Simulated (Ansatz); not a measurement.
`C[SiH2][NH][SnH3]` + `C[CH2][GeH2][CH3]` → `C[SiH2][GeH2][CH3]` + `CC[NH][SnH3]`  (redistribution)

Computed with Ansatz on PBE0-D4/def2-TZVP structures; ΔE is electronic, products minus reactants. CCSD(T)/CBS adds triple-zeta CCSD(T) − MP2 to the extrapolated MP2 energy (def2 sets, frozen cores). DFT in def2-TZVPP. Elements past krypton have def2 core potentials. For Ge, Sn outer-core shells are correlated without core-valence functions, which leaves a few kJ/mol of doubt a bond. Scalar relativity is left out up to krypton. Each species was taken in one conformer, which may not be the lowest.

```csv
level,ΔE (eV)
r2SCAN-D4,1.01
PBE,0.82
PBE0,0.91
MP2/def2-TZVPP,1.18
CCSD/def2-TZVPP,1.10
CCSD(T)/def2-TZVPP,1.09
HF/CBS(def2),1.16
CCSD/CBS(def2),1.12
```

Problem. What does CCSD(T)/CBS give? (An estimate is asked.)

Solution. Computed: +1.10 eV. The listed levels differ from it by -0.09, -0.28, -0.19, 0.08, 0.00, -0.01, 0.06, 0.02 eV.

Largest T1 diagnostic among the species: 0.012.

The D4 term adds +0.05 eV with B3LYP and +0.03 eV with PBE0; it sums over pairs of atoms, weighted by their polarisabilities, and B3LYP, whose exchange is more repulsive, gets the larger term. From PBE to PBE0 (25 % exact exchange), in def2-TZVPP and without D4, ΔE moves by +0.09 eV.

B3LYP here is the variant with VWN-RPA as its local correlation; programs differ in this.
